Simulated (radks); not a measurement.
Results of a calculation; reference values are marked as such.
Numerical settings for the chlorine ion Cl3+, [Ne] 3s2 3p2. Level of theory: scalar-relativistic Kohn-Sham, r2SCAN, spin-unpolarised, spherical densities, finite nucleus; meta-GGA in the generalised Kohn-Sham scheme; Fermi nuclear charge, rms radius 3.3654 fm (a radial shooting solver on a logarithmic mesh with Libxc functionals). The defaults (mesh step 0.008 in ln r, mesh end at 40 bohr or more with all orbitals vanishing there, Anderson mixing 0.5 over 9 steps, residual threshold near 1e-9 with the energy settled to 1e-9 hartree or 1e-11 of itself, here a cap of 71 iterations) give E = -458.707 hartree and 3p at -45.143 eV in 12 iterations. Run on one thread of a shared host, so times are rough (Arm Neoverse N1): 0.08 s of CPU time, 0.08 s wall, 12 iterations on 2189 mesh points. Changes against that run (0 stands for a change within the tolerance of the run):

| setting | iterations | converged | E (mhartree) | e(3p) (meV) | CPU (s) |
|---|---|---|---|---|---|
| mesh step in ln r 0.08 | 71 | no | -2.4e+04 | - | 0.19 |
| mesh step in ln r 0.05 | 11 | yes | +0.444 | -0.0379 | 0.02 |
| mesh step in ln r 0.02 | 10 | yes | +0.00101 | 0 | 0.04 |
| mesh end (bohr) 8 | 12 | yes | 0 | +0.00359 | 0.08 |
| mesh end (bohr) 3 | 12 | yes | +184 | +3.27e+03 | 0.07 |
| residual threshold 0.001 | 10 | yes | 0 | +0.0206 | 0.07 |
| residual threshold 1e-16 | 71 | no | 0 | 0 | 0.31 |
| mixing 1 | 14 | yes | 0 | 0 | 0.09 |
| linear mixing, mixing 0.05 | 71 | no | +0.382 | -254 | 0.38 |
| linear mixing, mixing 0.5 | 71 | no | +0.0332 | -353 | 0.36 |
| mixing history 3 | 17 | yes | 0 | +0.00569 | 0.1 |
| iteration cap 3 | 3 | no | +3.4 | -740 | 0.02 |

Settings that end as converged yet miss the energy by more than 1 mhartree: mesh end (bohr) 3 (+0.184 hartree). A mesh that ends early acts as a hard wall.
